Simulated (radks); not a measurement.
Polarisability of the manganese ion Mn2+, [Ar] 3d5, at imaginary frequency. All-electron calculation, scalar-relativistic Kohn-Sham, LDA (Slater exchange, Perdew-Wang correlation), spin-unpolarised, spherical densities, finite nucleus; Fermi nuclear charge, rms radius 3.7057 fm. Program: a radial shooting solver on a logarithmic mesh with Libxc functionals. Response by self-consistent Sternheimer equations with the Hartree and adiabatic LDA kernel, the relativistic mass of each level held fixed and spin-orbit coupling left out.

w (hartree)  alpha1(iw) (bohr^3)
0.00266                    4.569
0.0143                     4.566
0.0360                     4.551
0.0697                     4.502
0.118                      4.386
0.186                      4.160
0.280                      3.791
0.413                      3.294
0.605                      2.727
0.892                      2.140
1.35                       1.559
2.12                       1.004
3.59                      0.5268
6.94                      0.1993
17.5                     0.04326

Static values: alpha1 = 4.569 bohr^3 (0.6770 angstrom^3; uncoupled 5.694). C6 = 13.62, triple-dipole C9 = 40.55 atomic units. One-pole (London) frequency 4 C6 / (3 alpha1^2) = 0.870 hartree, against 0.905 for minus the highest occupied eigenvalue.
